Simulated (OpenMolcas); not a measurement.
# Ag⁵⁺: effect of the active space

- Program: OpenMolcas
- Method: SS-CASPT2 or its RAS form, IPEA 0.25 Eh, imaginary shift 0.1 Eh
- Basis: ANO-R2
- Scalar Hamiltonian: X2C, finite nucleus
- Spin-orbit coupling: RASSI with atomic mean-field integrals over the reference wave functions, term energies averaged over their components

A. 6 electrons in 5 orbitals (4d); 2S+1 = 5 even, 5 roots; 2S+1 = 3 even, 45 roots; 2S+1 = 1 even, 50 roots; closed shells correlated: 4s 4p; CASPT2 step of the order of 12 core-seconds
B. 12 electrons in 8 orbitals (RAS1 4p, at most 2 holes; RAS2 4d); 2S+1 = 5 even, 5 roots; 2S+1 = 3 even, 45 roots; 2S+1 = 1 even, 49 roots; closed shells correlated: 4s; CASPT2 step of the order of 90 core-seconds
C. 6 electrons in 10 orbitals (4d 5d); 2S+1 = 5 even, 5 roots; 2S+1 = 3 even, 45 roots; 2S+1 = 1 even, 49 roots; closed shells correlated: 4s 4p; CASPT2 step about 30 core-minutes

Energies in cm⁻¹ above 4d⁶ ⁵D₄, the measured ground level; measured values from the list in Gamrath, thesis, University of Mons (2023).

| Level | A | B | C | Measured |
| --- | --- | --- | --- | --- |
| 4d⁶ ⁵D₄ | 0.0 | 0.0 | 0.0 | 0.0 |
| 4d⁶ ⁵D₃ | 2560 | 2590 | 2520 | 2692 |
| 4d⁶ ⁵D₂ | 3830 | 3850 | 3750 | 3953 |
| 4d⁶ ⁵D₁ | 4770 | 4790 | 4660 | 4941 |
| 4d⁶ ⁵D₀ | 5190 | 5210 | 5080 | 5380 |
| 4d⁶ ³P₂(1) | 21770 | 22310 | 21820 | 21042 |
| 4d⁶ ³H₆ | 22570 | 22240 | 22570 | 21512 |
| 4d⁶ ³H₅ [73 %] | 22850 | 22610 | 22820 | 21812 |
| 4d⁶ ³F₃(1) [72 %] | 25370 | 25470 | 25320 | 24441 |
| 4d⁶ ³F₂(1) | 26350 | 26700 | 26310 | 25306 |
| 4d⁶ ³P₁(1) | 28780 | 29490 | 28850 | 28232 |
| 4d⁶ ³G₅ [73 %] | 28820 | 28720 | 28800 | 27958 |
| 4d⁶ ³P₀(1) [73 %] | 29520 | 30070 | 29590 |  |
| 4d⁶ ³G₄ [75 %] | 30560 | 30530 | 30510 | 29660 |
| 4d⁶ ³G₃ [73 %] | 31200 | 31290 | 31130 | 30361 |
| 4d⁶ ³D₂ | 33680 | 34000 | 33680 | 32650 |
| 4d⁶ ³D₁ | 34410 | 34780 | 34410 | 33558 |
| 4d⁶ ³D₃ | 34490 | 34910 | 34530 | 33509 |
| 4d⁶ ¹I₆ | 35690 | 35140 | 35660 | 34194 |
| 4d⁶ ¹G₄(1) | 38820 | 38840 | 38940 | 37481 |
| 4d⁶ ¹D₂(1) | 43030 | 43540 | 43130 | 41372 |
| 4d⁶ ¹F₃ | 46420 | 46630 | 46440 | 44724 |
| 4d⁶ ³P₀(2) | 52070 | 52480 | 52380 |  |
| 4d⁶ ³P₁(2) | 53440 | 53650 | 53410 | 51664 |

Deviations, from unrounded energies. A percentage is the sum of absolute deviations over the sum of measured energies, with the sign that they share, or ± where signs differ.

```csv
Against measurement,Levels,A,B,C
mean absolute deviation (cm-1),21,920,1000,940
fine structure of the ground term (%),4,-3.7,-3.1,-5.7
other terms of the ground configuration (%),17,+3.5,+4.0,+3.5
```

A, C lie about equally close to measurement and B furthest from it. The largest miss of A in the table is 4d⁶ ³P₁(2), by +1800 cm-1. The ranking rests on the paired levels alone, and a cruder setting can come out closer through cancelling errors.

The spin-orbit steps hold different terms of 4d⁶ (B lacks a ¹S; C lacks a ¹S), which shifts levels as well.

The two smallest mean deviations differ by little beside CASPT2's spread within terms, so their order carries little weight.

Among A to C the level of the table that moves most is 4d⁶ ³P₁(1), by 710 cm-1 (lowest in A, highest in B). Moves below CASPT2's spread within the term are not significant.

CASPT2 does not keep the components of a term degenerate, so their means are used; among the terms shown or strongly mixed into the levels shown the widest spread is 310 cm-1 (4d⁶ ³F(2), A). Active for correlation alone: 4p; no level in the range computed is led by a configuration that opens it, so any true level of that kind is missing (holds for B). The CASPT2 spread within a term exceeds the gap to the next term for 4d⁶ ³P(2) and 4d⁶ ³F(2), so the order of their levels is uncertain, and so are names and mixing where such terms share a J (holds for B). Active for correlation alone: 5d; no level in the range computed is led by a configuration that fills it, so any true level of that kind is missing (holds for C). Computed and measured levels are paired by configuration, term and J; levels that our copy of the source lacks, or whose pairing is in doubt (as where it misses far off the trend of its configuration), stay unpaired and out of the deviations. Levels of configurations outside the active space are missing. Levels that lie high or do not pair safely by name in every column are left out.

A share in square brackets marks a mixed level and gives the weight of the term that names it, the lowest over the columns. A number in round brackets counts repeated terms of one configuration in the order of the reference energies.
